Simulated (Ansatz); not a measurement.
`[AlH2][O][GaH2]` + `[F][GaH2]` → `[F][GaH][GaH2]` + `[OH][AlH2]`  (formal exchange of groups at a Ga–O bond)

Program: Ansatz. Geometries: PBE0-D4/def2-TZVP. ΔE: electronic, gas phase. CBS: MP2 limit from def2 TZ/QZ plus the TZ coupled-cluster correction, frozen cores. This one scheme is used for every species. DFT in def2-TZVPP. B3LYP here is the variant with VWN-RPA as its local correlation; programs differ in this. HSE06 is defined as in plane-wave codes. For Ga outer-core shells are correlated without core-valence functions, which leaves a few kJ/mol of doubt a bond. Scalar relativity is left out up to krypton.

| level | ΔE (kJ/mol) | difference from CCSD(T)/CBS |
| --- | --- | --- |
| r2SCAN-D4 | 41.3 | 2.4 |
| B3LYP-D4 | 37.7 | -1.2 |
| r2SCAN0-D4 | 40.4 | 1.5 |
| HSE06-D4 | 29.8 | -9.1 |
| BLYP | 33.7 | -5.2 |
| r2SCANh | 40.6 | 1.7 |
| BHLYP | 43.4 | 4.5 |
| CAM-B3LYP | 45.6 | 6.7 |
| RPA@PBE/def2-TZVPP | 46.5 | 7.6 |
| HF/def2-SVP | 67.7 | 28.8 |
| MP2/def2-SVP | 70.6 | 31.7 |
| CCSD/def2-SVP | 63.3 | 24.4 |
| MP2/def2-TZVPP | 52.5 | 13.6 |
| HF/CBS(def2) | 57.6 | 18.7 |
| MP2/CBS(def2) | 45.0 | 6.1 |
| CCSD/CBS(def2) | 38.7 | -0.2 |
| CCSD(T)/CBS | 38.9 | 0 |

**Question.** What do rigid-rotor, harmonic-oscillator terms from PBE0-D4/def2-TZVP frequencies (298.15 K, 1 bar) make of the CCSD(T)/CBS value? (An estimate is asked.)

**Answer.** The calculation gave: ΔZPE = +7.5 kJ/mol, ΔH = +46.7 kJ/mol, ΔS = 7 J/(mol·K), ΔG = +44.5 kJ/mol.

Largest T1 diagnostic among the species: 0.015.

In def2-TZVPP, CCSD(T) changes the Hartree–Fock value by −9.3 kJ/mol (the triples alone add +0.2 kJ/mol) and MP2 by −3.2 kJ/mol. From BLYP to BHLYP (50 % exact exchange), in def2-TZVPP and without D4, ΔE moves by +9.7 kJ/mol. At CCSD(T), def2-SVP lies +24.7 kJ/mol from the extrapolated value and def2-TZVPP +7.5 kJ/mol.
